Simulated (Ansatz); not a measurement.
`[SiH3][GaH][SH]` + H–F → `[F][GaH][SiH3]` + H₂S at 600 K and 1 bar (ligand exchange at a Ga–S bond).

Computed with Ansatz on PBE0-D4/def2-TZVP structures; ΔE is electronic, products minus reactants. CCSD(T)/CBS is the MP2 limit (def2-TZVPP, def2-QZVPP) plus CCSD(T) − MP2 in def2-TZVPP, frozen cores. This one scheme is used for every species. For Ga outer-core shells are correlated without core-valence functions, which leaves a few kJ/mol of doubt a bond. Scalar relativity is left out up to krypton. Each species was taken in one conformer, which may not be the lowest.

```json
{"species": "`[SiH3][GaH][SH]`", "CCSD(T)/CBS energy (Eh)": "-2613.82650", "H − E (kJ/mol)": "163.2", "S (J/(mol·K))": "431.4"}
{"species": "H–F", "CCSD(T)/CBS energy (Eh)": "-100.39570", "H − E (kJ/mol)": "42.3", "S (J/(mol·K))": "194.0"}
{"species": "`[F][GaH][SiH3]`", "CCSD(T)/CBS energy (Eh)": "-2315.24439", "H − E (kJ/mol)": "136.4", "S (J/(mol·K))": "407.8"}
{"species": "H₂S", "CCSD(T)/CBS energy (Eh)": "-398.97279", "H − E (kJ/mol)": "60.8", "S (J/(mol·K))": "230.9"}
```

H − E and S are ideal-gas, rigid-rotor, harmonic terms from PBE0-D4/def2-TZVP, for one conformer and one mirror image of each species. 1 Eh = 2625.50 kJ/mol, R = 8.31446 J/(mol·K).

Problem. By hand: ΔE, ΔH, ΔS and ΔG.

Solution. ΔE = (-2315.24439) + (-398.97279) − (-2613.82650) − (-100.39570) = 0.00502 Eh = 13.2 kJ/mol. Δ(H − E) = 136.4 + 60.8 − 163.2 − 42.3 = -8.3, so ΔH = 4.9 kJ/mol. ΔS = 407.8 + 230.9 − 431.4 − 194.0 = 13.3 J/(mol·K). ΔG = 4.9 − 600 × (13.3)/1000 = -3.1 kJ/mol.

Problem. By hand: the equilibrium constant, and the temperature at which ΔG would vanish if ΔH and ΔS stayed fixed.

Solution. log₁₀ K = −ΔG/(RT ln 10) = 0.3. ΔG = 0 at ΔH/ΔS = 368 K, though so small a ΔH makes that figure unsure.

TΔS isn't small against ΔH here. The sign of ΔG lies within the doubt. A doubt of 5 kJ/mol in ΔE shifts log₁₀ K by 0.4 here. Other conformers and mirror images would add mixing entropy, several J/(mol·K) or more a flexible species. Modes under 60 cm⁻¹, often nearly free rotors, make the harmonic entropy too high. These are equilibria of isolated gas molecules and say nothing of rates. Largest T1 diagnostic: 0.014 (customary marks: 0.02 for closed shells, 0.045 for open ones).
